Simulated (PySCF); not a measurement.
Al(H)2(NH2) (AlH₄N), SMILES [NH2][AlH2].

The structure is a stationary point at B3LYP-D3(BJ)/def2-TZVP.

These are PBE0/def2-TZVPD (PySCF) values and carry that method's errors.

Gas-phase values at a fixed geometry.

Computed frontier levels, gap, dipole moment and polarisability:
```json
{
 "highest_occupied_level": "-7.60 eV",
 "lowest_empty_level": "-0.70 eV",
 "orbital_gap": "6.89 eV",
 "dipole_moment": "1.12 D",
 "quadrupole, principal values (traceless, Buckingham form, about the centre of nuclear charge)": "-2.22, 0.90, 1.32 D·Å",
 "mean_static_polarisability": "40.0 bohr³ (5.93 Å³)",
 "polarisability_principal_values": "35.9, 39.9, 44.3 bohr³"
}
```
